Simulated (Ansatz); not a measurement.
Harmonic frequencies (cm⁻¹) at PBE0-D4/def2-TZVP from Ansatz: 86, 130, 171, 283, 422, 469, 489, 579, 614, 692, 754, 887, 937, 954, 1006, 1066, 1207, 1318, 1428, 1464, 1624, 1976, 3114, 3145, 3152, 3217, 3256.

Each molecule was computed in one conformer, which needn't be the lowest.

Question: Which molecule is it?
A. `C=C[CH2][AlH][Cl]`
B. `C[O][AlH][SH]`
C. `C[CH2][Al]([OH])[SH]`
D. `[SiH3][O][Al]([Cl])[Cl]`

Answer: A.
